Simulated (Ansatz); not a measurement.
Geometry optimisation, RKS LDA/def2-SVP (Ansatz 0.2.0).

Input:

```yaml
crystal:
  periodic: [false, false, false]
  atoms:
    - { symbol: B, position_ang: [0.20001, -0.51353, -1.31248] }
    - { symbol: S, position_ang: [-1.02587, 0.3576, -0.36744] }
    - { symbol: B, position_ang: [-0.30872, 0.55034, 1.26956] }
    - { symbol: F, position_ang: [0.8874, 0.08422, 1.54401] }
    - { symbol: H, position_ang: [1.21183, -0.82799, -0.82748] }
    - { symbol: H, position_ang: [-0.06425, -0.74693, -2.4232] }
    - { symbol: H, position_ang: [-0.90039, 1.09628, 2.11703] }
basis:
  gaussian: { orbitals: def2-SVP }
hamiltonian:
  xc: lda
relax:
  f_tol: 0.015
  max_steps: 40
```

Launched with:

```bash
$ ansatz run input.yaml --threads 1 --pin off --max-ram 2048MiB --backend cpu --events-out ev --progress --plain --runs-dir out
```

**Question.** Where does it end, and by what steps?

**Answer.** The forces met the threshold. After 7 steps the energy has fallen by 0.105 eV; H5 moved furthest, 0.06 Å.

| step | energy less start (eV) | largest force component (eV/Å) | accepted |
| --- | --- | --- | --- |
| 0 | 0.0000 | 1.201 | yes |
| 1 | -0.0946 | 0.396 | yes |
| 2 | -0.1045 | 0.100 | yes |
| 3 | -0.1045 | 0.048 | yes |
| 4 | -0.1044 | 0.057 | no |
| 5 | -0.1048 | 0.021 | yes |
| 6 | -0.1048 | 0.017 | yes |
| 7 | -0.1048 | 0.007 | yes |

```xyz
7
Properties=species:S:1:pos:R:3
B 0.193 -0.507 -1.303
S -1.060 0.369 -0.382
B -0.293 0.540 1.262
F 0.902 0.065 1.513
H 1.239 -0.820 -0.772
H -0.072 -0.758 -2.462
H -0.910 1.111 2.144
```

Whether the end is a true minimum wasn't checked by a vibrational analysis.

The run took 11 s on 1 thread of Arm Neoverse V1, on a shared host, peak memory 0.13 GiB.
